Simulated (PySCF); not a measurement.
**Basis and Hamiltonian dependence of the ionisation energy of Ga²⁺**

Ga²⁺ [Ar] 3d10 4s1 (2S) → Ga³⁺ [Ar] 3d10 (1S). All values are computed (PySCF 2.14, energy differences of UHF-based or UKS calculations, no spin-orbit coupling). Values in eV.

| basis | Hamiltonian | functions | UHF | PBE | PBE0 | CCSD(T) (valence and next inner shell) |
| --- | --- | --- | --- | --- | --- | --- |
| aug-cc-pVDZ-PP with ECP10MDF | ECP | 32 | 29.677 | 31.446 | 31.105 | n/a |
| x2c-SVPall | spin-free X2C | 32 | 29.569 | n/a | n/a | n/a |
| cc-pVTZ-PP with ECP10MDF | ECP | 39 | 29.631 | n/a | n/a | n/a |
| ANO-RCC-VTZP | spin-free X2C | 43 | 29.642 | 31.530 | 31.145 | 30.431 |
| aug-cc-pwCVDZ-PP with ECP10MDF | ECP | 48 | 29.663 | 31.451 | 31.099 | 30.546 |
| def2-TZVPPD | non-relativistic | 54 | 29.184 | 31.029 | 30.657 | 29.675 |
| x2c-TZVPPall with one added diffuse shell each of s, p, d type | spin-free X2C | 57 | 29.629 | 31.548 | 31.161 | 30.149 |
| aug-cc-pVTZ-PP with one added diffuse shell each of s, d, f type with ECP10MDF | ECP | 68 | 29.630 | 31.473 | 31.107 | n/a |
| dyall-av2z | non-relativistic | 92 | 29.187 | 31.067 | 30.685 | n/a |
| aug-cc-pVQZ-DK | spin-free X2C | 93 | 29.636 | 31.559 | 31.172 | n/a |
| x2c-QZVPPall | spin-free X2C | 94 | 29.633 | 31.609 | 31.203 | 30.618 |
| aug-cc-pwCVTZ-PP with ECP10MDF | ECP | 96 | 29.629 | 31.522 | 31.135 | n/a |
| x2c-QZVPPall with one added diffuse shell each of s, p, d, f type | spin-free X2C | 110 | 29.633 | 31.609 | 31.203 | n/a |
| aug-cc-pVQZ-PP with one added diffuse shell each of s, p, d, f, g type with ECP10MDF | ECP | 114 | 29.633 | 31.470 | 31.102 | n/a |

Frozen in the all-electron rows: valence: [Ar] 3d10; valence and next inner shell: [Ne]; with a core potential, the same shells as far as they lie outside it.

Non-relativistic rows lack the scalar-relativistic shift.

Reference for a calculation without spin-orbit coupling: 30.726 eV (measured, between term centres; NIST).
